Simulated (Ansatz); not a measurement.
Mn₂Cu₂⁺. Total charge 1; multiplicity 10. Geometry r2SCAN-D4/def2-SVP, that of the neutral multiplicity 9; atoms count from 1.

```xyz
4

Cu   -0.360   -1.146    1.695
Cu    0.359    1.140   -1.699
Mn   -1.235    0.180   -0.141
Mn    1.236   -0.174    0.145
```

The structure comes from a short search, and lower isomers may exist.

(1) Estimate the Mulliken populations from the PBE0/def2-TZVP orbitals of Ansatz.

(2) Where does the spin sit?

(3) And the Mayer bond orders between heavy atoms (over 0.3)?

Results:

(1) 
```csv
atom,charge (e),spin (α − β),d electrons
Cu1,-0.09,-0.02,9.85
Cu2,-0.09,-0.02,9.85
Mn3,0.59,4.52,5.52
Mn4,0.59,4.52,5.52
```
Mulliken values depend strongly on the basis.

(2) Summed by element: Cu -0.04, Mn 9.04, of 9 unpaired in all. Largest on single atoms: Mn3 4.52, Mn4 4.52, Cu1 -0.02.

(3) Cu1–Mn3 0.60 (2.43 Å); Cu1–Mn4 0.60 (2.43 Å); Cu2–Mn3 0.60 (2.43 Å); Cu2–Mn4 0.60 (2.43 Å); Mn3–Mn4 0.84 (2.51 Å).
